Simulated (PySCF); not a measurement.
Working out the electron affinity of As

As⁻ [Ar] 3d10 4s2 4p4 (3P) → As [Ar] 3d10 4s2 4p3 (4S). Computed with PySCF 2.14 in aug-cc-pVDZ-PP with ECP10MDF, with a scalar-relativistic core potential. Frozen: 3s2 3p6 3d10. Energies in hartree (1 hartree = 27.21139 eV):

```json
{"part": "UHF", "As⁻ (lower)": "-331.185601", "As (upper)": "-331.198045"}
{"part": "MP2 opposite-spin", "As⁻ (lower)": "-0.058778", "As (upper)": "-0.040902"}
{"part": "MP2 same-spin", "As⁻ (lower)": "-0.019981", "As (upper)": "-0.015976"}
```

Problem. What does Hartree-Fock give?

Solution. (-331.198045) − (-331.185601) = -0.012444 hartree = -0.339 eV.

Problem. What do MP2 and SCS-MP2 (6/5 opposite-spin, 1/3 same-spin) give?

Solution. The opposite-spin parts differ by 0.486 eV and the same-spin parts by 0.109 eV. MP2: -0.339 + (0.486) + (0.109) = 0.256 eV. SCS-MP2: -0.339 + 1.2 × (0.486) + (0.109)/3 = 0.281 eV.

Reference: 0.804 eV (measured; photodetachment measurements, as compiled on the Wikipedia data page of electron affinities), between the lowest levels; spin-orbit coupling is absent from the calculation.

A double-zeta basis recovers only part of the correlation energy.

What remains against the reference includes basis incompleteness, the frozen core and correlation beyond second order.
